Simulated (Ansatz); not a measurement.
CH3B2Br (`BrB1BC1`), relaxed with RKS PBE0-D4/def2-TZVP in the Gaussian-basis code of Ansatz from a PBE-D4/def2-SVP geometry. The force threshold is 0.005 eV/Å; the program also tests the step.

Total charge 0; spin multiplicity 1.

Start:

```xyz
7

Br    0.778   -1.972    1.671
B    -0.025   -0.514    0.734
B    -0.874    0.683    0.221
C     0.241    0.258   -0.675
H    -1.711    1.539    0.138
H     0.618    0.595   -1.660
H     0.973   -0.588   -0.427
```

| step | energy (eV) | largest force (eV/Å) | largest move (Å) |
| --- | --- | --- | --- |
| 1 | -72472.9385 | 0.597 | 0.000 |
| 2 | -72472.9680 | 0.236 | 0.025 |
| 3 | -72472.9729 | 0.098 | 0.011 |
| 4 | -72472.9732 | 0.055 | 0.004 |
| 5 | -72472.9734 | 0.040 | 0.004 |
| 6 | -72472.9736 | 0.044 | 0.004 |
| 7 | -72472.9737 | 0.026 | 0.004 |
| 8 | -72472.9737 | 0.032 | 0.003 |
| 9 (rejected) | -72472.9736 | 0.066 | 0.005 |
| 10 | -72472.9737 | 0.009 | 0.003 |
| 11 | -72472.9737 | 0.017 | 0.004 |
| 12 | -72472.9737 | 0.005 | 0.003 |

End:

```xyz
7

Br    0.769   -1.946    1.660
B    -0.017   -0.501    0.710
B    -0.864    0.675    0.212
C     0.238    0.263   -0.674
H    -1.693    1.511    0.151
H     0.626    0.587   -1.637
H     0.941   -0.589   -0.422
```

Run time 54 s (2 threads of an Arm Neoverse V1 on a shared host); peak host memory 0.35 GiB.
